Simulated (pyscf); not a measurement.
A first-order saddle from PySCF, ωB97X-D3(BJ)/def2-SVP:

```xyz
4

O     -0.8589    -0.1146     0.4934
Ga    -2.0286    -1.2757     1.0549
O     -2.2181    -1.9941    -0.5198
H     -1.3270    -0.9589    -0.4739
```

Surface: singlet, charge 0. Lowest wavenumbers (cm⁻¹): 2202i, 401, 756, 849, 1063.

Question: What reaction is this the transition state of?

Answer: O=Ga–OH <-> O=Ga–OH, a hydrogen shift read from left to right: H–O broken and H–O formed. At CCSD(T)/def2-TZVPP + ΔMP2(QZVPP) it lies +332.9 kJ/mol from the left side and +332.9 kJ/mol from the right (each side as separated species at their lowest minima found). At the saddle there is also a short Ga–H contact that neither side keeps, so another atom assists the step. This is the saddle that the search found; another between the same sides may lie lower. One closed-shell reference is unstable to symmetry breaking; treat the single-reference values with care. The CCSD(T) − MP2 part came from Ansatz, without density fitting, on the same reference. The frozen core leaves the outer d or s,p core shells of the metals and heavy elements correlated in the MP2 and CC values, and def2-TZVPP describes them poorly, which can shift differences by a few kcal/mol. Elements up to Kr have no core potential and no relativistic terms here.
